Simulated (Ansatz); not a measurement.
Start from `[OH][W]([F])(=[S])=[S]` and change one atom or group to get `[F][W](=[S])(=[S])[Cl]`.

Ansatz, PBE0-D4/def2-TZVP geometries, multiplicity 1. Each molecule was computed in one conformer, which needn't be the lowest.

Elements past krypton have def2 core potentials.

```tsv
property	`[OH][W]([F])(=[S])=[S]`
size of the dipole moment (ωB97M-V/def2-TZVPP) / D	2.63
HOMO energy (PBE/def2-TZVPP) / eV	-6.39
LUMO energy (B3LYP/def2-TZVPP) / eV	-3.00
size of the dipole moment (PBE/def2-TZVPP) / D	2.66
ideal-gas entropy at 298 K and 1 bar (rigid rotor, harmonic PBE0-D4/def2-TZVP) / J/(mol·K)	356
LUMO energy (PBE0/def2-TZVPP) / eV	-2.85
```

(1) Give the same properties after the change, and the shifts. (Estimate.)

Results:

(1) Computed: 
| property | `[F][W](=[S])(=[S])[Cl]` | shift |
| --- | --- | --- |
| size of the dipole moment (ωB97M-V/def2-TZVPP) / D | 0.72 | -1.91 |
| HOMO energy (PBE/def2-TZVPP) / eV | -6.62 | -0.23 |
| LUMO energy (B3LYP/def2-TZVPP) / eV | -3.51 | -0.51 |
| size of the dipole moment (PBE/def2-TZVPP) / D | 0.83 | -1.83 |
| ideal-gas entropy at 298 K and 1 bar (rigid rotor, harmonic PBE0-D4/def2-TZVP) / J/(mol·K) | 361 | 5 |
| LUMO energy (PBE0/def2-TZVPP) / eV | -3.36 | -0.51 |

With PBE0 the HOMO falls by 0.23 eV and the LUMO falls by 0.51 eV, so the gap narrows by about 0.28 eV. PBE moves the HOMO by -0.23 eV and ωB97M-V by -0.22 eV. The zero-point energy changes by -31.6 kJ/mol with -3 modes. Dipoles are sizes alone; their direction can turn.

B3LYP here is the variant with VWN-RPA as its local correlation; programs differ in this.
